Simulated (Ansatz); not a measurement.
ClGeH₃OSn, SMILES `[Cl][SnH]1[O][GeH2]1`, 7 atoms. The species carries charge 0 and has multiplicity 1. Correlated methods include outer-core shells of Ge, Sn, which these sets cover unevenly. Scalar relativity is left out up to krypton. Sn takes the def2 core potential. All runs use 4 threads of a server CPU on a shared host. Correlated methods freeze the cores.

(1) Give the basis size and wall time and peak host memory of each of these runs in Ansatz. RKS PBE0-D4/def2-TZVP frequencies; RKS r2SCAN-D4/def2-TZVPP energy and forces; RKS ωB97M-V/def2-SVP energy; RKS PBE-D4/def2-TZVPP energy and forces; RHF-MP2/def2-QZVPP energy; RKS CAM-B3LYP-D4/def2-TZVPP energy; RKS ωB97M-V/def2-QZVPP energy; RKS PBE0-D4/def2-SVP energy; RKS PBE0-D4/def2-QZVPP energy; direct RPA on PBE orbitals/def2-TZVPP energy; RHF-CCSD(T)/def2-SVP energy; RHF-CCSD(T)/def2-TZVPP energy. (Estimate.)

## Answers

(1) The calculation gave: Other jobs shared the machine, so times are rough.

```
                                level                job  functions  wall time  peak host memory (GiB)
                 RKS PBE0-D4/def2-SVP             energy        105      1.1 s                    0.25
                RKS PBE-D4/def2-TZVPP  energy and forces        213      2.4 s                    0.29
          RKS CAM-B3LYP-D4/def2-TZVPP             energy        213      3.7 s                    0.78
direct RPA on PBE orbitals/def2-TZVPP             energy        213      4.2 s                    0.52
             RKS r2SCAN-D4/def2-TZVPP  energy and forces        213      4.9 s                    0.32
                 RKS ωB97M-V/def2-SVP             energy        105      5.5 s                    0.37
                 RHF-CCSD(T)/def2-SVP             energy        105        7 s                    0.49
               RKS PBE0-D4/def2-QZVPP             energy        388      7.5 s                     1.6
                   RHF-MP2/def2-QZVPP             energy        388       15 s                     1.9
               RKS ωB97M-V/def2-QZVPP             energy        388       17 s                     1.8
                RKS PBE0-D4/def2-TZVP        frequencies        184       97 s                    0.59
               RHF-CCSD(T)/def2-TZVPP             energy        213    2.2 min                     3.4
```
